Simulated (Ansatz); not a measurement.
Energy difference R1 + R2 → P1, each structure at its B3LYP-D3(BJ)/def2-TZVP stationary point, reached from a drawn start (curvature not checked).
P1: H2O2S2 (SMILES OSSO), charge 0, multiplicity 1.
R1: H2S (SMILES S), charge 0, multiplicity 1.
R2, SO2 (SMILES O=S=O) (charge 0, multiplicity 1, Z-matrix in Å and degrees):
```
S
O 1 1.4385
O 1 1.4385 2 118.86
```

P less R. No zero-point or thermal terms. One arrangement of each flexible species, with no search for the lowest.

Cores are frozen in the correlated methods.

Programs: Ansatz (a first-principles code). All values are computed, each at the level named.

Total energies in hartree:

```
structure  PBE/def2-TZVPP  PBE0/def2-TZVPP  CCSD(T)/cc-pV(Q+d)Z
---------  --------------  ---------------  -------------------
P1            -947.626334      -947.672751          -946.999667
R1            -399.227845      -399.262427          -398.957263
R2            -548.401317      -548.411094          -548.055511
```

Work out the reaction energy at each level in kJ/mol (1 hartree = 2625.49964 kJ/mol), and say how far PBE/def2-TZVPP lies from CCSD(T)/cc-pV(Q+d)Z.


- PBE/def2-TZVPP: (-947.626334) − (-399.227845) − (-548.401317) = 0.002828 hartree = 7.4 kJ/mol
- PBE0/def2-TZVPP: (-947.672751) − (-399.262427) − (-548.411094) = 0.000770 hartree = 2.0 kJ/mol
- CCSD(T)/cc-pV(Q+d)Z: (-946.999667) − (-398.957263) − (-548.055511) = 0.013107 hartree = 34.4 kJ/mol
PBE/def2-TZVPP less CCSD(T)/cc-pV(Q+d)Z: -27.0 kJ/mol. CCSD(T)/cc-pV(Q+d)Z is the level counted from, the highest shown, and no exact or measured value.
